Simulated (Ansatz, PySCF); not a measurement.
System: diarsenic, As$_{2}$, charge 0, multiplicity 1. 
Structure (B3LYP-D3(BJ)/def2-TZVP (Ansatz, a first-principles code) minimum search):
```
As
As 1 2.1041
```

Total electronic energies in hartree. Valence correlation only, unless marked. Spin-orbit coupling is left out. Frozen are the shells of the preceding noble gas and the d and f shells that filled before the atom's block. No relativistic terms. CBS marks a two-point X^-3 extrapolation of the correlation energy; Hartree-Fock from the larger set (for Q and 5 zeta extrapolated as (X+1)exp(-9√X)).

The Hartree-Fock reference is unstable (checked in the largest basis), which strains HF and MP2. 

```json
[
 {"level": "RI-HF/def2-TZVPP", "program": "Ansatz", "energy (Eh)": "-4468.40703"},
 {"level": "PBE-D3(BJ)/def2-TZVPD", "program": "Ansatz + dftd3", "energy (Eh)": "[?]"},
 {"level": "TPSS-D3(BJ)/def2-TZVPD", "program": "PySCF + dftd3", "energy (Eh)": "-4471.67013"},
 {"level": "PBE0/def2-QZVPP", "program": "Ansatz", "energy (Eh)": "[?]"},
 {"level": "TPSSh/def2-TZVPD", "program": "PySCF", "energy (Eh)": "-4471.65864"},
 {"level": "MP2/def2-QZVPP", "program": "Ansatz", "energy (Eh)": "-4468.77180"},
 {"level": "SCS-MP2/cc-pVTZ", "program": "Ansatz", "energy (Eh)": "-4468.74457"},
 {"level": "SCS-MP2/def2-TZVPPD", "program": "Ansatz", "energy (Eh)": "-4468.66305"},
 {"level": "CCSD(T)/CBS(cc-pVQZ,cc-pV5Z)", "program": "Ansatz", "energy (Eh)": "-4468.8143"}
]
```

Q: Complete the blanks.

A: 
- PBE-D3(BJ)/def2-TZVPD, energy (Eh): -4471.10039
- PBE0/def2-QZVPP, energy (Eh): -4471.31234
